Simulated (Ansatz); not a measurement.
Gas-phase reaction in SMILES: [SiH3]O[SiH2]O[SiH3] → [SiH3]O[SiH]O[SiH3] + H atom (the H-Si bond at the site shown breaks; other sites are not compared here)
Geometries: B3LYP-D3(BJ)/def2-TZVP minima from Ansatz (an electronic-structure program), one conformer each, not searched for the lowest.

Quantity: bond dissociation energy (electronic energy difference), in kcal/mol. Valence correlation only, unless marked. UHF or UKS for open shells. No spin-orbit coupling. Non-relativistic. CBS marks a two-point X^-3 extrapolation of the correlation energy; Hartree-Fock from the larger set.

```
level                      program  bond dissociation energy (kcal/mol)
------------------  --------------  -----------------------------------
BLYP-D4/def2-TZVPD  Ansatz + dftd4                                 93.9
PBE0/def2-TZVP              Ansatz                                 94.3
```

Task: What does CCSD(T)/CBS(cc-pV(T+d)Z,cc-pV(Q+d)Z) (Ansatz) give?

Result: 100.6 kcal/mol, so PBE0/def2-TZVP differs from it by -6.3 kcal/mol.
